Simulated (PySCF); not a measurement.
Cartesian coordinates in Å; atom numbers follow the order of the lines, from 1:
```xyz
16

C    -1.1526    1.1590    0.4256
C    -0.2955   -0.0113   -0.0011
C    -0.8655   -0.7021   -1.2347
F    -0.9091    0.1830   -2.2819
C     1.1895    0.3578   -0.2126
O     1.9214   -0.6664    0.4407
B     1.0460   -1.3862    1.1917
O    -0.2542   -1.0065    1.0250
H    -1.1865    1.9107   -0.3760
H    -2.1796    0.8271    0.6368
H    -0.7419    1.6225    1.3340
H    -0.2260   -1.5567   -1.5149
H    -1.8826   -1.0714   -1.0234
H     1.4380    1.3307    0.2429
H     1.4574    0.4007   -1.2794
H     1.3824   -2.2708    1.9297
```

Geometry: PBE0-D3(BJ)/def2-SVP; GIAO shifts from PySCF 2.14, gas phase, non-relativistic, averaged over equivalent atoms.

At KT2/pcSseg-1 (176 basis functions, 31 s wall time on 1 thread of an Arm Neoverse V2, shared host):
```csv
atoms,δ (ppm)
C3,87.5
C2,80.8
C5,75.7
C1,24.1
F4,-267.7
O8,182.6
O6,148.9
B7,24.2
H15,4.32
H13,4.15
H16,4.10
H12,4.08
H14,3.71
H9/H10/H11,1.42
```

Chemical shifts δ = σref − σ; TMS for $^{13}$C (σ = 183.22 ppm), $^{1}$H (σ = 31.18 ppm); CFCl3 for $^{19}$F (σ = 138.57 ppm); $^{17}$O (σ = 330.66 ppm) vs H2O; $^{11}$B (σ = 99.90 ppm) vs BF3·OEt2, all at this level.

Question: What do these become at PBE0/pcSseg-1?

Answer: 
```
     atoms  δ at PBE0/pcSseg-1  change
        C3                87.6    +0.1
        C2                79.3    -1.5
        C5                75.5    -0.2
        C1                24.5    +0.4
        F4              -246.2   +21.5
        O8               175.9    -6.7
        O6               142.3    -6.6
        B7                28.0    +3.8
       H15                4.25   -0.07
       H13                4.14   -0.01
       H16                4.11   +0.01
       H12                4.07   -0.01
       H14                3.69   -0.02
H9/H10/H11                1.43   +0.01
```

References, each an isolated molecule treated in the same way: TMS for $^{13}$C (184.41 ppm), $^{1}$H (31.27 ppm); $^{19}$F (177.25 ppm) vs CFCl3; H2O for $^{17}$O (334.56 ppm); $^{11}$B (100.73 ppm) vs BF3·OEt2.

The largest change is at F4 (fluorine on an sp3 carbon). Cost: 176 basis functions, 28 s wall time on 1 thread of an Arm Neoverse V2, shared host. The order of the carbon signals is the same at both levels.

Unscaled 19F shifts against computed CFCl3 carry errors that often reach 10 to 50 ppm. Experimental scales use liquid or dissolved standards, which lie at an offset from isolated H2O (liquid H2O: subtract about 36 ppm).
